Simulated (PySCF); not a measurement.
Harmonic spectrum computed at PBE0 in the def2-TZVP basis family (core potentials from Rb on, PySCF, no spin–orbit coupling):

```
ω (cm⁻¹)  IR (km/mol)
     319         88.1
     324          0.9
     369         21.7
     414          0.0
     486          285
     826          167
     844         18.4
     888          177
    1040          122
    1309          198
    3899          294
    3900          2.9
```

Problem. Which molecule gave it? In each, all ligands are bound to the one heavy central atom.
A. GeO(OH)₂ (singlet)
B. PO(OH)₂ (doublet)
C. AsO(OH)₂ (doublet)
D. SiO(OH)₂ (singlet)

Solution. D. It has C2v symmetry with O–H 0.961 Å (×2), Si–O 1.512 Å, Si–O 1.612 Å (×2).
